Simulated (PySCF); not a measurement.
ReF5, SMILES [F][Re]([F])([F])([F])[F] (connectivity only; charge and spin as stated), neutral, multiplicity 3. Atoms are numbered in the order given.

```xyz
6

Re     0.0000     0.0000     0.0000
F      1.8175     0.0000     0.0000
F      0.0000     0.0000     1.8933
F      0.0000     0.0000    -1.8933
F     -0.9087    -1.5740     0.0000
F     -0.9087     1.5740     0.0000
```
Charge 0, spin multiplicity 3.

Geometry: PBE0-D3(BJ)/def2-SVP. The spin state was assumed, not searched. The def2 effective core potentials stand for the cores of Re; spin–orbit coupling is left out.

Level of theory: PBE0/def2-TZVP (PySCF).

ESP charges are fitted to the potential on shells at 1.4 to 2.0 van der Waals radii. Atomic charges (e):

| atom | Mulliken | ESP fit | Löwdin | Mulliken spin |
|---|---|---|---|---|
| Re1 | 1.64 | 1.48 | 0.99 | 1.72 |
| F2 | -0.28 | -0.22 | -0.15 | 0.01 |
| F3 | -0.39 | -0.41 | -0.27 | 0.12 |
| F4 | -0.39 | -0.41 | -0.27 | 0.12 |
| F5 | -0.28 | -0.22 | -0.15 | 0.01 |
| F6 | -0.28 | -0.22 | -0.15 | 0.01 |
